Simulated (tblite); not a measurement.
A geometry optimisation, step by step.

Species: C5H12AlN.
Numbering: `[CH:1]#[N+:2][Al@@H-:3]([CH3:4])[CH:5]([CH3:6])[CH3:7]` (hydrogens: H8 on C1; H9 on Al3; H10, H11, H12 on C4; H13 on C5; H14, H15, H16 on C6; H17, H18, H19 on C7)
Bond orders are those of one Lewis drawing.

Computed with GFN2-xTB (tblite), gas phase: L-BFGS steps from a force-field or distance-geometry start until the largest atomic force falls under 0.01 eV/Å. 5 of its 137 geometries are shown.

Step 0: E = -563.5367 eV, largest atomic force 3.213 eV/Å
```
atom  x, y, z in Å  |  force x, y, z in eV/Å
C1      1.346    2.886    1.037   -0.490  -2.012  -1.234
N2      1.135    1.891    0.445    0.549   2.758   1.555
Al3     0.834    0.274   -0.458    0.030  -1.198  -1.358
C4      2.386   -0.894   -0.118    0.196  -0.095   0.291
C5     -0.882   -0.442    0.288    0.128   1.032   1.022
C6     -1.391   -1.666   -0.402   -0.320  -1.522   0.439
C7     -1.908    0.666    0.060    0.535   0.947   0.196
H8      1.505    3.796    1.573   -0.041  -0.340  -0.155
H9      0.716    0.566   -2.013   -0.107   0.394   0.391
H10     3.140   -0.664   -0.891   -0.145  -0.357   0.256
H11     2.059   -1.973   -0.215    0.591   1.089   0.248
H12     2.863   -0.692    0.865   -0.044  -0.603  -0.427
H13    -0.812   -0.597    1.396   -0.252  -0.378  -0.529
H14    -0.847   -2.563   -0.022   -0.269   0.470  -0.563
H15    -1.337   -1.633   -1.511   -0.024   0.081   0.778
H16    -2.450   -1.786   -0.065    0.511  -0.246  -0.610
H17    -1.780    1.425    0.864   -0.268  -0.203  -0.596
H18    -1.657    1.129   -0.917   -0.600  -0.028   0.411
H19    -2.931    0.286    0.079    0.019   0.213  -0.114
```

Step 34: E = -564.1552 eV, largest atomic force 0.085 eV/Å
```
atom  x, y, z in Å  |  force x, y, z in eV/Å
C1      1.298    2.752    0.972   -0.006  -0.010  -0.014
N2      1.173    1.790    0.365    0.037  -0.010   0.005
Al3     0.815    0.060   -0.533    0.072  -0.017   0.041
C4      2.486   -0.958   -0.132   -0.022   0.026  -0.010
C5     -0.954   -0.356    0.379   -0.061   0.015  -0.017
C6     -1.373   -1.635   -0.365    0.012  -0.002  -0.005
C7     -1.964    0.757    0.081   -0.028   0.038  -0.008
H8      1.419    3.643    1.529   -0.028   0.001   0.013
H9      0.606    0.750   -1.915   -0.007  -0.035  -0.004
H10     3.262   -0.725   -0.871    0.003  -0.012   0.042
H11     2.376   -2.049   -0.139   -0.025   0.037  -0.014
H12     2.905   -0.706    0.851    0.020  -0.015  -0.047
H13    -0.996   -0.570    1.455    0.002  -0.034  -0.010
H14    -0.691   -2.453   -0.131    0.015  -0.036   0.010
H15    -1.336   -1.472   -1.446   -0.005   0.016   0.003
H16    -2.388   -1.950   -0.109    0.021   0.011   0.018
H17    -1.826    1.598    0.760    0.017   0.033   0.003
H18    -1.827    1.120   -0.940   -0.030   0.017  -0.015
H19    -2.996    0.411    0.180    0.015  -0.023   0.006
```

Step 68: E = -564.1766 eV, largest atomic force 0.068 eV/Å
```
atom  x, y, z in Å  |  force x, y, z in eV/Å
C1      1.127    2.715    0.978   -0.023  -0.005   0.012
N2      1.285    1.785    0.328   -0.017  -0.060   0.006
Al3     0.887    0.050   -0.550    0.048   0.019  -0.044
C4      2.501   -1.050   -0.150    0.008   0.000   0.007
C5     -0.909   -0.255    0.374   -0.047  -0.025  -0.029
C6     -1.310   -1.551   -0.354   -0.002  -0.010   0.004
C7     -1.976    0.810    0.105    0.004   0.011  -0.001
H8      0.980    3.566    1.587   -0.006   0.027  -0.002
H9      0.717    0.637   -1.981   -0.039   0.003   0.019
H10     3.293   -0.819   -0.873   -0.012  -0.006  -0.012
H11     2.337   -2.132   -0.221   -0.005   0.008   0.000
H12     2.941   -0.878    0.839   -0.020  -0.001   0.019
H13    -0.914   -0.469    1.454    0.016  -0.005  -0.028
H14    -0.610   -2.357   -0.127    0.011   0.007   0.012
H15    -1.298   -1.396   -1.437    0.009   0.010   0.025
H16    -2.314   -1.882   -0.076    0.019  -0.002   0.008
H17    -1.791    1.713    0.687    0.022   0.003   0.006
H18    -1.980    1.081   -0.951    0.013   0.009   0.002
H19    -2.973    0.442    0.361    0.021   0.017  -0.002
```

Step 102: E = -564.1916 eV, largest atomic force 0.054 eV/Å
```
atom  x, y, z in Å  |  force x, y, z in eV/Å
C1      0.913    2.685    0.969   -0.021  -0.050  -0.003
N2      1.259    1.733    0.432    0.004   0.047   0.025
Al3     0.940    0.068   -0.588    0.004   0.007  -0.005
C4      2.491   -1.115   -0.208   -0.012   0.005   0.002
C5     -0.839   -0.242    0.371   -0.005  -0.013  -0.018
C6     -1.281   -1.539   -0.325   -0.011  -0.013  -0.003
C7     -1.875    0.853    0.114   -0.012   0.013  -0.003
H8      0.582    3.544    1.490    0.012   0.020  -0.019
H9      0.720    0.753   -1.970    0.012  -0.009   0.014
H10     3.346   -0.928   -0.866    0.006  -0.003  -0.025
H11     2.259   -2.181   -0.302    0.017  -0.019  -0.011
H12     2.862   -0.979    0.815    0.013  -0.005   0.019
H13    -0.817   -0.439    1.453   -0.007  -0.007  -0.003
H14    -0.585   -2.351   -0.106   -0.002   0.020   0.005
H15    -1.299   -1.399   -1.409    0.005   0.007   0.011
H16    -2.279   -1.852   -0.010    0.001  -0.001   0.002
H17    -1.625    1.762    0.663   -0.010  -0.004  -0.005
H18    -1.906    1.096   -0.950    0.000   0.006   0.016
H19    -2.876    0.539    0.419    0.006   0.001   0.001
```

Step 136: E = -564.1979 eV, largest atomic force 0.010 eV/Å
```
atom  x, y, z in Å  |  force x, y, z in eV/Å
C1      0.852    2.709    0.941    0.000   0.002  -0.003
N2      1.256    1.706    0.559    0.003   0.004  -0.004
Al3     0.967    0.060   -0.512   -0.003   0.000   0.001
C4      2.517   -1.152   -0.223   -0.006  -0.001   0.000
C5     -0.846   -0.253    0.386   -0.003  -0.001  -0.002
C6     -1.299   -1.537   -0.326    0.002  -0.003   0.001
C7     -1.867    0.857    0.126   -0.001   0.002  -0.001
H8      0.486    3.631    1.309   -0.002   0.001   0.001
H9      0.802    0.819   -1.865    0.000   0.000   0.000
H10     3.329   -0.930   -0.925   -0.005   0.004   0.004
H11     2.287   -2.215   -0.357   -0.003  -0.001   0.006
H12     2.949   -1.061    0.781    0.001  -0.005  -0.007
H13    -0.847   -0.462    1.467   -0.004  -0.003  -0.005
H14    -0.611   -2.357   -0.113    0.004   0.000   0.001
H15    -1.313   -1.385   -1.408    0.004   0.001   0.004
H16    -2.301   -1.842   -0.015    0.003  -0.007  -0.006
H17    -1.620    1.757    0.692    0.002   0.000   0.003
H18    -1.878    1.116   -0.934    0.007   0.003  -0.001
H19    -2.875    0.548    0.409    0.001   0.002   0.008
```

Task: Summarise the path.

Result: The energy falls by 15.25 kcal/mol from step 0 to step 136; nine tenths of that is first reached at step 19. It falls at every step. The largest force goes from 3.213 to 0.010 eV/Å. Among the bonds N2–Al3 changes most, from 1.876 to 1.985 Å; the atoms move by 0.389 Å rms after alignment.

Task: Follow the three bonds and two angles with the largest change from start to end.

Result: 
| step | E above end (kcal/mol) | largest force (eV/Å) | N2–Al3 (Å) | Al3–C5 (Å) | C5–C6 (Å) | C1–N2–Al3 (°) | N2–Al3–H9 (°) |
| --- | --- | --- | --- | --- | --- | --- | --- |
| 0 | 15.25 | 3.213 | 1.876 | 2.003 | 1.494 | 178.1 | 108.9 |
| 6 | 4.26 | 0.363 | 2.072 | 1.998 | 1.533 | 177.9 | 100.4 |
| 12 | 2.21 | 0.269 | 2.000 | 2.061 | 1.539 | 174.4 | 96.0 |
| 18 | 1.54 | 0.089 | 1.989 | 2.039 | 1.539 | 171.8 | 91.3 |
| 24 | 1.30 | 0.160 | 1.981 | 2.032 | 1.539 | 173.0 | 90.8 |
| 30 | 1.06 | 0.097 | 1.980 | 2.036 | 1.538 | 174.2 | 91.5 |
| 35 | 0.96 | 0.101 | 1.981 | 2.035 | 1.537 | 173.3 | 92.6 |
| 41 | 0.85 | 0.063 | 1.977 | 2.035 | 1.539 | 170.3 | 94.4 |
| 47 | 0.79 | 0.039 | 1.977 | 2.039 | 1.538 | 168.2 | 95.3 |
| 53 | 0.73 | 0.065 | 1.982 | 2.037 | 1.538 | 166.0 | 95.5 |
| 59 | 0.65 | 0.087 | 1.985 | 2.035 | 1.540 | 164.0 | 95.3 |
| 65 | 0.53 | 0.062 | 1.984 | 2.043 | 1.538 | 159.8 | 95.2 |
| 71 | 0.44 | 0.076 | 1.978 | 2.052 | 1.537 | 159.5 | 96.1 |
| 77 | 0.32 | 0.116 | 1.969 | 2.039 | 1.537 | 159.0 | 97.4 |
| 83 | 0.27 | 0.052 | 1.972 | 2.045 | 1.537 | 157.3 | 98.6 |
| 89 | 0.22 | 0.057 | 1.983 | 2.047 | 1.536 | 154.7 | 98.5 |
| 95 | 0.18 | 0.040 | 1.986 | 2.045 | 1.537 | 154.3 | 96.9 |
| 101 | 0.15 | 0.067 | 1.978 | 2.045 | 1.537 | 153.5 | 96.4 |
| 106 | 0.12 | 0.077 | 1.981 | 2.045 | 1.536 | 151.0 | 95.8 |
| 112 | 0.07 | 0.043 | 1.979 | 2.046 | 1.536 | 147.9 | 95.3 |
| 118 | 0.02 | 0.021 | 1.986 | 2.046 | 1.537 | 149.0 | 94.5 |
| 124 | 0.01 | 0.010 | 1.986 | 2.047 | 1.537 | 149.1 | 94.4 |
| 130 | 0.01 | 0.023 | 1.986 | 2.047 | 1.537 | 149.0 | 94.6 |
| 136 | 0.00 | 0.010 | 1.985 | 2.047 | 1.537 | 148.6 | 94.6 |

The cost below is that of the whole relaxation. On one thread, Arm Neoverse V2 (aarch64), shared host, this took 0.86 s wall.
